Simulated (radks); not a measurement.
Spherical quantum dot in the effective-mass picture: electrons in a parabolic well V = omega^2 r^2 / 2 with omega = 4.92, with a point charge +2 (a donor) at the centre, all in effective atomic units (hartree* = m*/eps^2 hartree, bohr* = eps/m* bohr), one dielectric constant everywhere. Method: non-relativistic Kohn-Sham, PBEsol, spin-polarised, spherical densities; computed with a radial shooting solver with Libxc functionals. Levels are named by radial order and angular momentum (1s, 1p, 1d, 2s, ...), and open shells are averaged over m.

N = 24, configuration 1s2 1p6 1d10 2s2 1f(up 4, down 0). This is the lowest configuration that the search found. Occupied and some empty levels:

level    occupation  eigenvalue (hartree*)  <r> (bohr*)
1s up             1                 29.695       0.5200
1s down           1                 29.731       0.5163
1p up             3                 34.126       0.7857
1p down           3                 34.224       0.7816
2s up             1                 36.797       0.8364
2s down           1                 36.911       0.8364
1d up             5                 37.789       0.9405
1d down           5                 37.923       0.9380
1f up             4                 41.487        1.058
2p up             0                 41.562       0.9557
1f down           0                 41.639        1.057
2p down           0                 41.669       0.9574
1g up             0                 45.307        1.156
1g down           0                 45.466        1.156
2d up             0                 45.787        1.069
2d down           0                 45.891        1.071

Energy (hartree*): total 597.661, kinetic 149.03, external 182.02, Hartree 293.39, exchange-correlation -26.769.

Electron density:

r (bohr*)  n(r) (e/bohr*^3)
0.0370                16.17
0.130                 10.97
0.223                 7.495
0.316                 5.434
0.409                 4.435
0.503                 4.114
0.596                 4.093
0.689                 4.066
0.782                 3.842
0.875                 3.368
0.968                 2.706
1.06                  1.981
1.15                  1.314
1.25                 0.7881
1.34                 0.4235
1.43                 0.2067
1.53                0.09120
1.62                0.03641
1.71                0.01316
1.81               0.004292
